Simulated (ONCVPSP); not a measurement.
What one change does to a pseudopotential (lanthanum, ONCV)

```
Element                 : lanthanum
Generator               : ONCVPSP 4.0.1
Type                    : optimised norm-conserving Vanderbilt (ONCV)
Functional              : PBEsol
Relativity              : scalar-relativistic
Frozen core             : [Kr] 4d10
Valence charge          : 11
Reference configuration : 5s2 5p6 5d1 6s2
Partial waves           : 5s+6s: rc 2.65 bohr, ncon 4, nbas 9, qcut 5.1 1/bohr, 2 projectors; 5p: rc 2.80 bohr, ncon 4, nbas 7, qcut 5.8 1/bohr, 2 projectors, debl 2.2 Ha; 5d: rc 3.30 bohr, ncon 3, nbas 7, qcut 4.9 1/bohr, 2 projectors, debl 2.3 Ha; f scattering state at 0.15 Ha: rc 2.85 bohr, ncon 4, nbas 7, qcut 3.7 1/bohr, 2 projectors, debl 3 Ha
Local potential         : polynomial inside 2.40 bohr (lpopt 5, dvloc0 4 Ha)
Core correction         : Teter function, fcfact 2.75, rcfact 1.7
```

In the f channel the program set the typed energies aside and used -0.161, 2.839 Ha.

All-electron outer shells of the reference configuration (PBEsol, scalar-relativistic, ld1.x):

```tsv
shell	level (eV)	outermost node (bohr)	outermost maximum (bohr)
5s	-38.95	0.77	1.41
5p	-22.40	0.83	1.58
6s	-3.70	1.86	3.79
5d	-3.10	0.95	2.21
```

Change: p: rc 2.46.

Cutoffs: the cutoffs (Ha) at which the residual kinetic energy of the hardest occupied pseudo-wave falls to 1 and 0.1 mHa per electron; they do not see the model core or the augmentation charge, which bear on the density cutoff. Errors are all-electron minus pseudo energies relative to the spin-unpolarised reference configuration.

Question: What does the change do?

Answer: The potential gets harder (8.0 Ha and 9.7 Ha → 9.8 Ha and 12 Ha); both files keep a bound ghost (f); of the 4 tests that both files solve, the error grows in 0 and shrinks in 1 by more than 15 % and 0.3 meV (median size 17.1 → 18.5 meV). A smaller radius makes the pseudo-wave follow the all-electron one further in, where it bends more sharply, so more plane waves are needed.

```csv
quantity,base,changed
"cutoff, loose",8.0 Ha,9.8 Ha
"cutoff, tight",9.7 Ha,12 Ha
loose cutoff by channel,"s 8.0 Ha, p 5.3 Ha, d 5.9 Ha","s 8.0 Ha, p 9.8 Ha, d 5.9 Ha"
bound ghosts,f,f
GHOST(+) flags under 300 eV,none,none
"error for 5s2 5p6 5d1 6s1, meV [ΔE 6.00 eV]",-2.0,-2.1
"error for 5s2 5p6 5d1 6s0, meV [ΔE 16.85 eV]",-11,-12
"error for 5s2 5p6 5d0 6s0, meV [ΔE 35.76 eV]",-23,-25
"error for 5s2 5p5 5d1 6s2, meV [ΔE 26.98 eV]",-62,-44
s: phases at 2.69 bohr within 0.05 rad from the reference energy up to (Ha; the scan ends near 5),3.0,3.0
d: phases at 3.36 bohr within 0.05 rad from the reference energy up to (Ha; the scan ends near 5),3.5,3.5
f: phases at 2.89 bohr within 0.05 rad from the reference energy up to (Ha; the scan ends near 5),-0.1,-0.1
"rms error of d²Exc/dni dnj with the model core, mHa",1.83,1.84
```

Base: The cutoffs count occupied waves only; projector 2 of the f channel, the hardest unoccupied one, needs 41 Ha at the loose tolerance. Changed file: The cutoffs count occupied waves only; projector 2 of the f channel, the hardest unoccupied one, needs 41 Ha at the loose tolerance. A true bound ghost makes a file unfit for plane-wave use even where its test errors are small: the radial tests pick states by their node count and pass the ghost by.
